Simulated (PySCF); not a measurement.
Species: `FCC1=C[C@@H]2C=C[C@H]1O2`. The columns A, B, C and D hold Mulliken, IAO, Hirshfeld and ESP-fitted charges (e) of one PBE0/pcSseg-1 density (PySCF), in a shuffled order. Coordinates in Å (PBE0-D3(BJ)/def2-SVP); the density's dipole moment is (-0.07, 1.62, -0.59) D.

```csv
atom,x,y,z,A,B,C,D
F1,2.574,-1.115,-1.050,-0.222,-0.110,-0.325,-0.316
C2,2.108,-0.221,-0.127,+0.101,+0.028,+0.330,+0.045
C3,0.656,-0.381,0.101,+0.021,-0.023,-0.260,-0.030
C4,-0.223,-1.214,-0.456,-0.362,-0.072,-0.017,-0.184
C5,-1.580,-0.779,0.131,+0.306,+0.041,+0.021,+0.068
C6,-1.915,0.599,-0.480,-0.231,-0.058,-0.042,-0.164
C7,-1.037,1.433,0.076,-0.261,-0.065,-0.054,-0.177
C8,-0.201,0.534,1.010,+0.211,+0.040,+0.027,+0.064
O9,-1.184,-0.389,1.438,-0.422,-0.154,-0.410,-0.384
H10,2.669,-0.358,0.817,+0.064,+0.050,+0.121,+0.147
H11,2.320,0.806,-0.485,+0.074,+0.047,+0.111,+0.142
H12,-0.052,-1.980,-1.210,+0.199,+0.055,+0.081,+0.165
H13,-2.382,-1.527,0.152,+0.090,+0.055,+0.116,+0.156
H14,-2.668,0.794,-1.243,+0.164,+0.057,+0.101,+0.160
H15,-0.877,2.496,-0.104,+0.167,+0.055,+0.099,+0.158
H16,0.306,1.018,1.855,+0.100,+0.053,+0.101,+0.151
```

Which column most likely holds the ESP-fitted charges?

A. Σ q r misses the density's dipole by 0.01 D (A), 0.80 D (B), 0.96 D (D), 1.89 D (C). Charges fitted to the outside potential are the only set here that is tied to the molecule's multipoles.

And the Hirshfeld charges?

B. The mean sizes are 0.060 e (B), 0.139 e (C), 0.157 e (D), 0.187 e (A), and Hirshfeld charges are commonly the smallest of these schemes.

As computed, A = ESP-fitted, B = Hirshfeld, C = Mulliken, D = IAO. Hydrogens on carbon: ESP-fitted +0.06 to +0.20, Hirshfeld +0.05 to +0.06, Mulliken +0.08 to +0.12, IAO +0.14 to +0.17 e.

The ESP scheme is a least-squares fit of atom-centred charges to the potential on four shells outside the van der Waals surface, with the total charge fixed. The IAO scheme counts the electrons in orthogonalised intrinsic atomic orbitals, a minimal basis polarised so that it spans the occupied orbitals exactly.

Geometry: PBE0-D3(BJ)/def2-SVP, one conformer, isolated molecule.

The values belong to the conformer `[F:1][CH2:2][C:3]1=[CH:4][C@@H:5]2[CH:6]=[CH:7][C@H:8]1[O:9]2`: F1–C2–C3–C4 -1°.
